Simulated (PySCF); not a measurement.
Numbering as in the mapped SMILES `[CH2:1]=[CH:2]/[C:3]([CH3:4])=[N:5]\[NH:6][CH2:7][CH3:8]`; H(Xn) means a hydrogen on atom n. Ha(C1) is cis to C3; Hb(C1) is trans to C3.

- σ from GIAO-PBE0/pcSseg-1
- geometry from GFN2-xTB
- code: PySCF
- one computed conformer, averaged over atoms made equivalent by symmetry, fast rotation or ring inversion, isolated molecule, non-relativistic

Chemical shifts δ = σref − σ; ¹³C (σ = 186.93 ppm) against TMS, all at this level.

Question: Do the ¹³C shifts follow the atomic charges (in e)? Tabulate both.

Answer: 
| atoms | hybridisation | δ (ppm) | σ para (ppm) | Hirshfeld | IAO | Mulliken | ESP-fitted |
| --- | --- | --- | --- | --- | --- | --- | --- |
| C3 | sp2 | 135.2 | -203 | +0.03 | +0.08 | -0.01 | +0.55 |
| C2 | sp2 | 128.1 | -200 | -0.06 | -0.17 | -0.22 | -0.26 |
| C1 | sp2 | 120.2 | -187 | -0.10 | -0.31 | -0.13 | -0.44 |
| C7 | sp3 | 50.5 | -108 | -0.02 | -0.14 | -0.04 | +0.31 |
| C4 | sp3 | 23.5 | -87 | -0.13 | -0.43 | -0.19 | -0.60 |
| C8 | sp3 | 19.1 | -81 | -0.13 | -0.44 | -0.29 | -0.31 |

Correlation coefficients of δ with charge over these carbons: Hirshfeld +0.61, IAO +0.70, Mulliken +0.43, ESP-fitted +0.35; with the paramagnetic shielding -1.00. With so few points, grouped by hybridisation, these coefficients are fragile. Charge is one influence among several: hybridisation and low-lying excitations act through the paramagnetic term.

Shifts are as computed. Against solution values, carbons near 30 ppm lie about +3 ppm off and those near 130 ppm about +5 ppm. Of 1211 compounds with measured shifts, 218 miss one by over three times the rms of a fit or turn the order of signals round; such compounds aren't used in these exercises.
